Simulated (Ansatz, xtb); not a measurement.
C6H6O2: 5 structures ranked

5 gas-phase structures of C6H6O2, from a drawn sample of its isomers (lower ones may exist). Each was relaxed with GFN2-xTB; where two conformers were screened, the lower at r2SCAN-D4/def2-SVP is listed:

A. `C=C1CC(=O)C=C1O`, a singlet
B. `CC1=CC(=O)CC1=O`, a singlet
C. `C=C1CC(O)=CC1=O`, a singlet
D. `C=C1CC(=O)CC1=O`, a singlet
E. `C=C1C=C(O)CC1=O`, a singlet

Task: Which do you expect lowest at r2SCAN-D4/def2-SVP, and how would the others follow?

Result: Calculated order at r2SCAN-D4/def2-SVP: B (0.0), A (9.2), D (10.7), C (12.7), E (15.7) kcal/mol.

Energies above the lowest of each column, in kcal/mol; the last columns are at B3LYP-D3(BJ)/def2-SVP geometries:

| structure | GFN2-xTB | HF/STO-3G | r2SCAN-D4/def2-SVP | B3LYP-D3(BJ)/def2-SVP | CCSD(T)/def2-SVP + ΔMP2/def2-TZVPP |
| --- | --- | --- | --- | --- | --- |
| B | 0.0 | 0.0 | 0.0 | 0.0 | 0.0 |
| A | 4.5 | 20.1 | 9.2 | 9.7 | 9.1 |
| D | 4.0 | 6.9 | 10.7 | 9.6 | 9.8 |
| C | 8.6 | 22.5 | 12.7 | 12.9 | 12.0 |
| E | 9.5 | 22.7 | 15.7 | 15.7 | 14.8 |

Every level run on B puts it lowest or level with the lowest. Flexible structures stand in one conformer each, not always the lowest. The ΔMP2 step shifts differences by up to 4.4 kcal/mol, which makes them less sure. ΔMP2 is the change of the MP2 energy from the smaller to the larger basis.

Over these structures GFN2-xTB departs from r2SCAN-D4/def2-SVP by 1.9 kcal/mol on average once a common shift is removed. A GFN2-xTB relaxation took about 0.18 s and the r2SCAN-D4/def2-SVP energy about 5.7 s on a shared host (Ansatz 0.2.0, xtb 6.7.1).
